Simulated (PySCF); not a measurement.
From one molecule to another.

First species: C5H11FSi2.
SMILES: `F[C@@H]1[SiH2]C=C1CC[SiH3]`

Second species: C₄H₆Cl₂.
SMILES: `C(CCCl)(=C)Cl`

Levels: PBE0/pcSseg-1 for dipole moment, HOMO energy, LUMO energy and HOMO–LUMO gap; GFN2-xTB for rotational constant A and rotational constant C. Geometries: GFN2-xTB. Each structure is a single optimised conformer of the isolated species, non-relativistic unless stated; the electronic structure was computed with PySCF and density fitting.

Dipoles, sizes and rotational constants follow the conformer. The torsions of the flexible species, by atom-mapped SMILES:
- `[F:1][C@@H:2]1[SiH2:3][CH:4]=[C:5]1[CH2:6][CH2:7][SiH3:8]`: C4–C5–C6–C7 121°, C5–C6–C7–Si8 -59°
- `[CH2:1]=[C:2]([Cl:3])[CH2:4][CH2:5][Cl:6]`: C1–C2–C4–C5 -109°, C2–C4–C5–Cl6 65°

Values for the first species:

* Dipole moment: 1.31 D
* HOMO energy: -7.67 eV
* LUMO energy: -0.40 eV
* HOMO–LUMO gap: 7.27 eV
* Rotational constant A: 2.213 GHz
* Rotational constant C: 0.733 GHz

**Question.** Estimate the same properties for the second species, and the change in each.

**Answer.** 
```csv
property,first,second,second less first
dipole moment,1.31 D,1.89 D,+0.58 D
HOMO energy,-7.67 eV,-7.51 eV,+0.16 eV
LUMO energy,-0.40 eV,-0.20 eV,+0.20 eV
HOMO–LUMO gap,7.27 eV,7.31 eV,+0.04 eV
rotational constant A,2.213 GHz,3.817 GHz,+1.604 GHz
rotational constant C,0.733 GHz,1.196 GHz,+0.463 GHz
```

On the first: In atomic units the dipole is 0.52 e·bohr (1 au = 2.5417 D).

On the second: The dipole equals about 6.3 × 10⁻³⁰ C·m (1 D = 3.33564 × 10⁻³⁰ C·m). A dipole of 1.89 D is allowed in C1, and pure rotational transitions are dipole-allowed.
